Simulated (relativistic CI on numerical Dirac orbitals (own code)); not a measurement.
## One change at a time: Zr¹⁵⁺

Base calculation: Dirac-Coulomb-Breit CI, separate exchange-only KLI orbitals for each configuration, model QED (radiative potential, 1s self-energy scaled to tabulated hydrogen-like ionisation energies), unscaled Slater integrals.

Configurations in the expansion (outside the closed core [Ne]): 3s²3p⁶3d⁷, 3s²3p⁵3d⁸, 3s²3p⁴3d⁹, 3s3p⁶3d⁸, 3p⁶3d⁹, 3s²3p⁶3d⁶4s, 3s²3p⁶3d⁶4p, 3s3p⁵3d⁹, 3s²3p⁶3d⁶4d, 3s²3p⁶3d⁵4s², 3s²3p⁶3d⁶4f, 3s²3p⁶3d⁵4s4p, 3s²3p⁵3d⁷4s, 3s²3p⁶3d⁶5s, 3s²3p⁴3d⁸4s, 3s²3p⁶3d⁵4p². Levels of other configurations are missing.

Variants: (1) valence Slater integrals scaled by 0.9; (2) one mean potential for all configurations; (3) only the first configuration. Shifts of the energy above 3s²3p⁶3d⁷ ⁴F9/2, in cm⁻¹, for the lowest level and the first level of each name with at least 55 % of one term (blank where a level changes its place among those of its configuration and J or its character, or is not in the variant):

```csv
Level,Base,Δ(1),Δ(2),Δ(3)
3s²3p⁶3d⁷ ⁴F9/2,0.0,0.0,0.0,0.0
3s²3p⁶3d⁷ ⁴F7/2,15879.3,+189.5,+30.9,-49.4
3s²3p⁶3d⁷ ⁴F5/2,23884.1,-191.7,+35.9,+396.2
3s²3p⁶3d⁷ ⁴F3/2,28509.9,-563.1,+35.1,+784.3
3s²3p⁶3d⁷ ⁴P5/2,54395.0,-4067.9,+3.4,+3609.3
3s²3p⁶3d⁷ ²G9/2,56835.1,-4514.8,-5.5,+508.2
3s²3p⁶3d⁷ ⁴P1/2,61936.2,-4121.7,+11.8,+4588.8
3s²3p⁶3d⁷ ²G7/2,70950.8,-4538.0,+16.7,+1116.8
3s²3p⁶3d⁷ ²H11/2,78695.8,-6593.4,-0.4,-1859.3
3s²3p⁶3d⁷ ²D5/2,80102.1,-5071.7,+11.8,+6676.6
3s²3p⁶3d⁷ ²P1/2,86185.8,-4422.1,+39.1,+7609.2
3s²3p⁶3d⁷ ²H9/2,94710.6,-6221.6,+32.7,-1383.3
3s²3p⁶3d⁷ ²D3/2,105989.3,-5155.5,+55.3,+6655.9
3s²3p⁶3d⁷ ²F5/2,120946.7,-10366.3,-22.8,+4563.2
```

At this charge energies of transitions that change n are usually good to better than 1 %, and those within a shell (Δn = 0) to a few per cent. Terms inside the open d or f shell come out 10 to 20 % too wide with unscaled integrals.

Ionisation energy from the two ground configurations alone: base 572.366 eV; valence Slater integrals scaled by 0.9 572.782 eV. The NIST ASD value (theoretical) is 573 eV.

LS names give the leading component of a level, which can be under half, so a name can repeat, a term be missing and a line seem to break the LS rules.
